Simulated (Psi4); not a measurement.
Intermolecular potential of H3B ··· H3B (SMILES B and B), singlet. Monomers: optimised at B3LYP-D3(BJ) (def2-TZVP), held rigid. Orientation: lowest of the rigid-body minima from ten starts at GFN2-xTB. R is the distance of the centres of mass, along which the second monomer moves.

SAPT0/jun-cc-pVDZ, frozen core (Psi4); MP2/aug-cc-pVTZ = DF-MP2/aug-cc-pVTZ, frozen core, counterpoise-corrected in Psi4; PBE0/def2-TZVP, counterpoise-corrected (Psi4); PBE/def2-TZVP, counterpoise-corrected (Psi4); wB97X-D/def2-TZVP, counterpoise-corrected (Psi4); CCSD(T)/aug-cc-pVDZ = DF-CCSD(T)/aug-cc-pVDZ, frozen core, counterpoise-corrected (Psi4 1.11).

Cost and agreement with CCSD(T)/aug-cc-pVDZ over the 10 points of the scan, with CCSD(T)/aug-cc-pVDZ as yardstick. Costs are rough ratios of core time within Psi4 on shared cores, each with its mean field (Kohn-Sham runs search longer for lower solutions than correlated ones do); the miss is the largest difference from CCSD(T) of the interaction energy, in kcal/mol.

Which is the cheapest of these levels that stays within 2.2 kcal/mol of CCSD(T)/aug-cc-pVDZ?

SAPT0/jun-cc-pVDZ.

| level | relative cost | largest difference |
|---|---|---|
| SAPT0/jun-cc-pVDZ | 1 | 1.40 |
| MP2/aug-cc-pVTZ | 4 | 1.86 |
| PBE0/def2-TZVP | 6 | 6.30 |
| PBE/def2-TZVP | 6 | 8.83 |
| wB97X-D/def2-TZVP | 7 | 2.47 |

Costs within a factor of two of each other count as equal.
